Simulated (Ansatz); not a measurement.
Reaction (atomization): `CO[B]Cl`• → B• + C• + Cl• + 3 H• + O•

Calculated with Ansatz (gas phase, PBE0-D4/def2-TZVP geometries, no zero-point term in ΔE). CBS: def2 TZ/QZ extrapolation, frozen cores. Functionals use def2-TZVPP. No spin–orbit coupling; open shells (•) take unrestricted orbitals. Spin–orbit coupling would lower the free atoms: a little for B, C, Cl, O. Each species was taken in one conformer, which may not be the lowest.

Q: What is ΔE at CCSD(T)/CBS? (Best estimate.)

A: Ansatz gave: +621.4 kcal/mol.

Q: What do these levels give: r2SCANh-D4, BHLYP-D4, PBE-QIDH, BLYP, CAM-B3LYP, SCS-MP2/def2-QZVPP? (Estimate.)

A: Ansatz gave: r2SCANh-D4 629.0, BHLYP-D4 603.7, PBE-QIDH 624.1, BLYP 619.7, CAM-B3LYP 625.5, SCS-MP2/def2-QZVPP 624.8 kcal/mol.

Q: What do rigid-rotor, harmonic-oscillator terms from PBE0-D4/def2-TZVP frequencies (298.15 K, 1 bar) make of the CCSD(T)/CBS value? (Best estimate.)

A: The calculation gave: ΔZPE = -29.2 kcal/mol, ΔH = +598.8 kcal/mol, ΔS = 674 J/(mol·K), ΔG = +550.8 kcal/mol. Open shells count their whole term as degenerate.

Largest T1 diagnostic among the species: 0.014.

At CCSD(T), def2-SVP lies −26.7 kcal/mol from the extrapolated value and def2-TZVPP −15.9 kcal/mol: correlation converges slowly with the basis, and small sets miss more of it in the bonded molecule than in its fragments. From PBE to PBE0 (25 % exact exchange), in def2-TZVPP and without D4, ΔE moves by −14.0 kcal/mol: exact exchange takes away binding that semilocal exchange gives to molecules.
